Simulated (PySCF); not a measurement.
Level of theory: coordinates at the GFN2-xTB level, GIAO PBE0/pcSseg-1 shieldings, in PySCF (non-relativistic, one averaged value for each set of equivalent atoms, one conformer, no solvent).

Shifts are taken against calculated references (same method and geometry level): ¹H (σref 31.72), ¹³C (σref 186.93) against TMS. Shifts are as computed. Against solution values, carbons near 30 ppm lie about +3 ppm off and those near 130 ppm about +5 ppm. Of 1309 compounds with measured shifts, 239 miss one by over three times the rms of a fit or turn the order of signals round; such compounds aren't used in these exercises. OH and NH positions are gas-phase values without hydrogen bonding to other molecules.

Q: Order these molecules by the shift of their most shielded carbon-bound hydrogen, lowest δ first.
A. C=CCC1=CC(F)(F)C1
B. C[C@]1(F)C=CC(F)=CC1
C. OCC([SiH3])[SiH3]
D. CC1=CC(F)=CC[C@@H]1F

A: C (0.65 ppm, hydrogen on an sp3 CH bonded to 2 Si), B (1.41 ppm, hydrogen on a methyl carbon), D (2.20 ppm, hydrogen on an allylic methyl carbon), A (2.96 ppm, hydrogen on an allylic sp3 CH2).

Q: How many ¹³C and ¹H signals does each give (equivalence by symmetry and fast rotation, but not about amide C–N or C=N bonds)? `C=CCC1=CC(F)(F)C1`, `C[C@]1(F)C=CC(F)=CC1`, `CC1=CC(F)=CC[C@@H]1F`, `OCC([SiH3])[SiH3]`

A: C=CCC1=CC(F)(F)C1: 7 C, 6 H; C[C@]1(F)C=CC(F)=CC1: 7 C, 6 H; CC1=CC(F)=CC[C@@H]1F: 7 C, 6 H; OCC([SiH3])[SiH3]: 2 C, 4 H.
